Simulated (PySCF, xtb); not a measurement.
C3H5BFNO, SMILES CB(F)/C=N/C=O.

GFN2-xTB run with xtb at its own geometry gives an orbital gap of 2.38 eV and a dipole moment of 5.71 D.

Geometry optimised at B3LYP-D3(BJ)/def2-SVP. The structure was generated by enumeration; whether it is a known compound was not checked. Other conformers were not sampled.

Task: What does ωB97X/def2-TZVP run with PySCF give? (Estimate from the structure and the level; the computed values follow.)

Result: gap 9.69 eV (levels -10.05 and -0.36 eV), dipole 3.22 D.
